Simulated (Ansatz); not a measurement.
Molecule: sum formula SiHF, net charge 1, doublet state. 
Coordinates optimised at B3LYP-D3(BJ)/def2-TZVP (Ansatz, a program for electronic structure):
```
Si
F 1 1.5461
H 1 1.5197 2 113.46
```
Charge +1, spin multiplicity 2.

Basis-set convergence of Hartree-Fock and CCSD(T) correlation energies (hartree) with Ansatz. Cores are frozen in the correlated levels unless marked. Open shells are spin-unrestricted. Spin-orbit coupling is left out. Non-relativistic.

| basis | functions | E(HF) | E(corr, CCSD(T)) |
|---|---|---|---|
| def2-SVP | 37 | -388.45962 | -0.26528 |
| def2-TZVPP | 87 | -388.70222 | -0.34309 |
| def2-QZVPP | 157 | -388.71628 | -0.37158 |

Extrapolating the two largest sets (X = 3 and 4) as X^-3: E(corr) = (64·(-0.37158) - 27·(-0.34309))/37 = -0.3924 Eh, an estimate of the basis-set limit. The largest set recovers 94.7 % of it, the smallest 67.6 %.
